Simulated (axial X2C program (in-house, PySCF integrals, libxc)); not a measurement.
**Low determinants of CaGa at the PBE0 level, with spin–orbit coupling**

Calculated with an in-house relativistic program for diatomic molecules. Two-component (2c) means X2C with spin–orbit coupling and atomic mean-field two-electron Coulomb and Gaunt terms. Basis: Ga dyall-cv3z [9s9p7d4f1g], Ca dyall-cv3z [11s12p6d4f] (cores contracted in-house); Gaussian nuclei, density fitting, unrestricted open shells. Masses: Ga 68.926 u, Ca 39.963 u.

Search at 3.108 Å (vertical energies from the lowest determinant):

```csv
ΔE (eV),state,electrons beyond evenly filled partner blocks,"electrons in ±ω = 1/2, 3/2, 5/2, 7/2"
0.00,Ω = 1/2,ω = 1/2,37 12 2 0
0.05,Ω = 3/2,ω = 3/2,36 13 2 0
0.73,Ω = 5/2,"2 × ω = 1/2, ω = 3/2",36 13 2 0
0.98,Ω = 1/2,"2 × ω = -1/2, ω = 3/2",36 13 2 0
1.00,Ω = 3/2,3 × ω = 1/2,37 12 2 0
2.24,Ω = 5/2,ω = 5/2,36 12 3 0
2.56,Ω = 7/2,"2 × ω = 1/2, ω = 5/2",36 12 3 0
```

Lowest determinant, Ω = 1/2 (⟨Sz⟩ = -0.50, ⟨Lz⟩ = 1.00 at PBE0): Re = 3.097 Å, ωe = 148.3 cm⁻¹.

The determinant in row 2 of the search, Ω = 3/2 (⟨Sz⟩ = 0.50, ⟨Lz⟩ = 1.00 at PBE0), was followed along the bond at PBE0; measured from the minimum of the lowest determinant it gives:

Te = 0.054 eV (437 cm⁻¹), Re = 3.095 Å, ωe = 150.1 cm⁻¹.

Question: Compare the bond of the determinant in row 2 with that of the lowest one.

Answer: At PBE0 its Re is 0.002 Å shorter and its force constant, which goes as ωe², is 1.02 times that of the lowest determinant. T0 ≈ Te + Δωe/2 = 437 + (1) = 438 cm⁻¹.

The search compares states at one distance, so a state with another bond length can lie lower; it is not exhaustive and yields mostly the lowest determinant of each block pattern, so other components and higher states of one pattern are missing. These are energies of single determinants, not of spin-adapted states; PBE0 term energies can be off by some tenths of an eV, and the functional has no current term. The lowest determinant need not be the ground state where others lie within half an eV.
